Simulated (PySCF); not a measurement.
# Bond curve of Cs₂⁺

Set-up: basis Cs def2-TZVP with ECP46; scalar-relativistic core potentials; PySCF 2.14. Energies in eV from Cs⁺ + Cs in their ground configurations at the same level. State: ²Σg⁺ (doublet), unpaired electrons σ ↑.

All columns are UHF.

```json
{"R (Å)": "4.671", "E (eV)": "-0.448", "HOMO (eV)": "-7.08", "LUMO (eV)": "-2.73", "Mayer bond order": "0.51", "⟨S²⟩": "0.75"}
{"R (Å)": "4.888", "E (eV)": "-0.524", "HOMO (eV)": "-7.03", "LUMO (eV)": "-2.68", "Mayer bond order": "0.51", "⟨S²⟩": "0.75"}
{"R (Å)": "5.105", "E (eV)": "-0.578", "HOMO (eV)": "-6.96", "LUMO (eV)": "-2.64", "Mayer bond order": "0.51", "⟨S²⟩": "0.75"}
{"R (Å)": "5.268", "E (eV)": "-0.605", "HOMO (eV)": "-6.90", "LUMO (eV)": "-2.61", "Mayer bond order": "0.51", "⟨S²⟩": "0.75"}
{"R (Å)": "5.431", "E (eV)": "-0.623", "HOMO (eV)": "-6.84", "LUMO (eV)": "-2.58", "Mayer bond order": "0.51", "⟨S²⟩": "0.75"}
{"R (Å)": "5.594", "E (eV)": "-0.633", "HOMO (eV)": "-6.77", "LUMO (eV)": "-2.58", "Mayer bond order": "0.51", "⟨S²⟩": "0.75"}
{"R (Å)": "5.811", "E (eV)": "-0.637", "HOMO (eV)": "-6.68", "LUMO (eV)": "-2.59", "Mayer bond order": "0.51", "⟨S²⟩": "0.75"}
{"R (Å)": "6.083", "E (eV)": "-0.628", "HOMO (eV)": "-6.55", "LUMO (eV)": "-2.61", "Mayer bond order": "0.51", "⟨S²⟩": "0.75"}
{"R (Å)": "6.409", "E (eV)": "-0.604", "HOMO (eV)": "-6.40", "LUMO (eV)": "-2.64", "Mayer bond order": "0.50", "⟨S²⟩": "0.75"}
{"R (Å)": "6.843", "E (eV)": "-0.559", "HOMO (eV)": "-6.21", "LUMO (eV)": "-2.69", "Mayer bond order": "0.50", "⟨S²⟩": "0.75"}
```

Spin–orbit coupling is left out. Hartree–Fock leaves out correlation, which carries a large part of most bond energies and some tenths to 1 eV of ionisation energies. The state was picked by a PBE0 search and need not be the measured ground state.
